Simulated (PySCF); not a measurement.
Telling isomers of C$_{5}$H$_{6}$F$_{2}$O$_{2}$ apart by NMR

One computed conformer, no solvent model, non-relativistic Hamiltonian, rapidly exchanging positions averaged. Geometry from GFN2-xTB; NMR shieldings at PBE0/pcSseg-1/GIAO; PySCF.

Scale: $^{1}$H, $^{13}$C against TMS (reference shieldings calculated alike). Splittings of carbon signals by F and P are missing where no couplings were computed. Where no couplings were computed, multiplicities follow the n + 1 count of equivalent neighbours, and m marks all less simple cases (inequivalent or close neighbours, rings, F or P nearby). Shifts are as computed. Against solution values, carbons near 30 ppm lie about +3 ppm off and those near 130 ppm about +5 ppm. Of 1211 compounds with measured shifts, 218 miss one by over three times the rms of a fit or turn the order of signals round; such compounds aren't used in these exercises.

(1) Tabulate the signals of `FC(F)OC1=COCC1`, `CCOC(=O)C=C(F)F`, `CO/C(C)=C(/F)C(=O)F` and their relative energies.

(2) What is the quickest way to tell FC(F)OC1=COCC1 from CO/C(C)=C(/F)C(=O)F?

(3) What is the quickest way to tell FC(F)OC1=COCC1 from CCOC(=O)C=C(F)F?

(4) What is the quickest way to tell CCOC(=O)C=C(F)F from CO/C(C)=C(/F)C(=O)F?

Results:

(1) 
```tsv
SMILES	carbon types	δC	δH	E rel. (kcal/mol)
FC(F)OC1=COCC1	1×C 2×CH 2×CH2	141.2, 133.3, 122.7, 69.3, 34.4	6.40 (m, 1H), 6.08 (s, 1H), 4.60 (m, 2H), 3.17 (m, 2H)	16.7
CCOC(=O)C=C(F)F	2×C 1×CH 1×CH2 1×CH3	176.4, 168.3, 84.1, 63.6, 16.5	4.95 (m, 1H), 4.50 (q, 2H), 1.37 (t, 3H)	0.0
CO/C(C)=C(/F)C(=O)F	3×C 2×CH3	170.5, 158.0, 141.1, 56.1, 13.2	4.00 (s, 3H), 2.31 (s, 3H)	11.5
```

Energies are electronic energies at PBE0/pcSseg-1 on these geometries, without zero-point or thermal terms, each for the one conformer computed, which needn't be the lowest.

(2) Both give the same number of carbon signals, but DEPT or the intensities differ. The first has an alkene carbon bearing oxygen (CH) at 133.3 ppm, the second a methyl carbon bonded to O (CH3) at 56.1 ppm. Their most deshielded carbons lie at 141.2 and 170.5 ppm. In the proton spectra the most deshielded non-exchanging signals are 6.40 (m, 1H) and 4.00 (s, 3H).

(3) Both give the same number of carbon signals, but DEPT or the intensities differ. The first has an alkene carbon bearing oxygen (CH) at 133.3 ppm, the second a methyl carbon (CH3) at 16.5 ppm. Their most deshielded carbons lie at 141.2 and 176.4 ppm. In the proton spectra the most deshielded non-exchanging signals are 6.40 (m, 1H) and 4.95 (m, 1H).

(4) Both give the same number of carbon signals, but DEPT or the intensities differ. The first has an α carbon of a C=C–C=O unit (CH) at 84.1 ppm, the second a methyl carbon bonded to O (CH3) at 56.1 ppm. Their most deshielded carbons lie at 176.4 and 170.5 ppm. In the proton spectra the most deshielded non-exchanging signals are 4.95 (m, 1H) and 4.00 (s, 3H).
